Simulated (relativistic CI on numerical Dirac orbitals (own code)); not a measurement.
# Line list: Electric-dipole lines, Fe¹¹⁺

Method of calculation: Dirac-Coulomb-Breit CI, KLI orbitals optimised for each configuration, model QED (radiative potential, 1s self-energy scaled to tabulated hydrogen-like ionisation energies), unscaled Slater integrals (own radial code, finite nucleus).

Configuration list (outside the closed core [Ne]): 3s2.3p3, 3s.3p4, 3s2.3p2.3d, 3p5, 3s.3p3.3d, 3p4.3d, 3s.3p2.3d2, 3s2.3p2.4s, 3s2.3p.3d.4p, 3s2.3p2.4p, 3p4.4s, 3p4.4p, 3s.3p2.3d.4s, 3s2.3p.3d2, 3s2.3d3, 3s.3p.3d3, 3s2.3d2.4s, 3s2.3d2.4p, 3p3.3d2, 3p2.3d3, 3p2.3d2.4s, 3p2.3d2.4p, 3s2.3p.3d.4s, 3s.3p.3d2.4s, 3s2.3d.4s2, 3s2.3d.4s.4p. Double excitations out of closed p, d and f shells are left out; levels of such configurations are missing from the list, as are those of other unlisted configurations, and high levels can miss mixing partners.

```csv
λ vac (Å),Lower,Upper,A (s⁻¹),log gf,S velocity/length
183.02,3s2.3p3 2D°_3/2 [2],3s2.3p2.3d 2F_5/2 [36],1.06e+11,0.50,0.99
183.09,3s2.3p3 2D°_5/2 [3],3s2.3p2.3d 2F_7/2 [39],1.13e+11,0.66,1.00
183.18,3s.3p4 4P_5/2 [6],3s.3p3.3d 4D°_7/2 [84],7.66e+10,0.49,0.97
183.82,3s.3p4 2D_5/2 [10],3s.3p3.3d 2F°_7/2 [103],7.11e+10,0.46,1.02
184.24,3s2.3p3 2P°_1/2 [4],3s2.3p2.3d 2D_3/2 [41],7.58e+10,0.19,0.98
184.54,3s.3p4 2D_3/2 [9],3s.3p3.3d 2F°_5/2 [102],5.09e+10,0.19,1.00
185.17,3s.3p4 4P_3/2 [7],3s.3p3.3d 4D°_5/2 [87],4.91e+10,0.18,0.98
186.53,3s.3p4 2D_5/2 [10],3s.3p3.3d 2D°_5/2 [100],4.45e+10,0.14,0.87
187.02,3s2.3p3 2P°_3/2 [5],3s2.3p2.3d 2D_5/2 [40],9.60e+10,0.48,0.99
188.27,3s2.3p2.3d 4F_5/2 [15],3s2.3p.3d2 4F°_5/2 [123],5.94e+10,0.28,0.92
188.70,3s2.3p3 4S°_3/2 [1],3s2.3p2.3d 4P_1/2 [30],9.03e+10,-0.02,0.98
189.35,3s2.3p2.3d 4F_7/2 [16],3s2.3p.3d2 4F°_7/2 [127],5.59e+10,0.38,0.93
189.74,3s2.3p3 4S°_3/2 [1],3s2.3p2.3d 4P_3/2 [29],9.26e+10,0.30,0.97
191.00,3s.3p4 4P_5/2 [6],3s.3p3.3d 4P°_5/2 [78],4.28e+10,0.15,1.02
191.16,3s2.3p2.3d 4F_9/2 [17],3s2.3p.3d2 4F°_9/2 [129],6.27e+10,0.54,0.91
191.26,3s.3p4 4P_5/2 [6],3s.3p3.3d 4P°_3/2 [77],6.53e+10,0.16,0.90
191.35,3s2.3p3 4S°_3/2 [1],3s2.3p2.3d 4P_5/2 [27],9.04e+10,0.47,0.98
191.38,3s2.3p2.3d 2P_3/2 [11],3s.3p3.3d 2P°_3/2 [112],6.68e+10,0.17,0.93
191.88,3s2.3p3 2D°_3/2 [2],3s2.3p2.3d 2D_3/2 [33],6.12e+10,0.13,1.04
193.46,3s2.3p3 2D°_5/2 [3],3s2.3p2.3d 2D_5/2 [34],4.70e+10,0.20,1.04
196.65,3s2.3p3 2P°_3/2 [5],3s2.3p2.3d 2P_3/2 [38],5.61e+10,0.11,0.85
200.62,3s2.3p3 2D°_5/2 [3],3s2.3p2.3d 2D_5/2 [32],2.72e+10,-0.01,0.92
203.76,3s2.3p2.3d 2F_5/2 [36],3s2.3p.3d2 2G°_7/2 [175],9.62e+10,0.68,1.11
203.79,3s2.3p2.3d 4P_5/2 [27],3s2.3p.3d2 4D°_7/2 [139],9.25e+10,0.66,1.02
204.16,3s2.3p2.3d 2F_7/2 [39],3s2.3p.3d2 2G°_9/2 [176],1.17e+11,0.86,1.12
204.61,3s2.3p2.3d 2G_9/2 [25],3s2.3p.3d2 2G°_9/2 [136],6.06e+10,0.58,1.00
204.80,3s2.3p2.3d 2G_7/2 [24],3s2.3p.3d2 2G°_7/2 [135],5.67e+10,0.46,0.99
211.52,3s2.3p2.3d 2D_5/2 [40],3s2.3p.3d2 2F°_7/2 [183],9.29e+10,0.70,1.12
216.06,3s2.3p3 2D°_5/2 [3],3s2.3p2.3d 2P_3/2 [26],4.82e+10,0.13,0.94
235.23,3s2.3p2.3d 4F_9/2 [17],3s.3p3.3d 4D°_7/2 [97],3.22e+10,0.33,0.72
```

Terms are leading LS components. Brackets give the number of a level in order of energy, since labels repeat. The list gives strong lines, with weight on those to low levels, among the lowest 200 of 2360 levels, so that lines to higher ones, which can be the strongest, are missing. Levels whose partners in the same complex of configurations lie outside the list can be far off, and so can their lines. Rates are taken at the computed energies, electric ones in the length gauge. A velocity-to-length ratio far from 1 marks an uncertain rate.

At this charge energies of transitions that change n are usually good to better than 1 %, and those within a shell (Δn = 0) to a few per cent.

LS names give the leading component of a level, which can be under half, so a name can repeat, a term be missing and a line seem to break the LS rules.
